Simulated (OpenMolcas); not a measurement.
Ionisation energies of lanthanum

```yaml
Program: OpenMolcas
Basis: ANO-RCC-VQZP [9s8p6d4f3g2h]
Scalar_Hamiltonian: DKH2, point nucleus
Spin-orbit_coupling: RASSI with atomic mean-field integrals over the reference wave functions, term energies averaged over their components
```

Active shells in each charge state: the valence d, s shells, with orbitals averaged over the low states. Where CASPT2's correlated closed shells are named, they are those of the first ion.

A. CASSCF
B. SS-CASPT2, IPEA 0.25 Eh, imaginary shift 0.1 Eh (closed shells correlated: 5s 5p)
C. MS-CASPT2, IPEA 0.25 Eh, imaginary shift 0.1 Eh (closed shells correlated: 5s 5p)
D. MS-CASPT2, IPEA 0.25 Eh, imaginary shift 0.1 Eh (closed shells correlated: 4d 5s 5p)
E. MS-CASPT2, IPEA 0 Eh, imaginary shift 0.1 Eh (closed shells correlated: 5s 5p)
F. SS-CASPT2, IPEA 0 Eh, imaginary shift 0.1 Eh (closed shells correlated: 5s 5p)

Energies in eV between the lowest computed levels, named as in B; reference values from the NIST Atomic Spectra Database with their kind.

```tsv
From	To	A	B	C	D	E	F	Spin-orbit share in B	Reference
La 5d 6s2 2D 3/2	La+ 5d2 3F2	4.665	5.373	5.441	5.542	5.600	5.497	-0.092	5.577 (measured)
```

Error against the reference values, in %:

```tsv
From	Reference	A	B	C	D	E	F
La	measured	-16.4	-3.7	-2.4	-0.6	+0.4	-1.4
```

Absolute error against the one measured value: A 0.91 eV, B 0.20 eV, C 0.14 eV, D 0.03 eV, E 0.02 eV, F 0.08 eV. E lies closest.

The lowest level within the active space need not be the ion's true ground level.
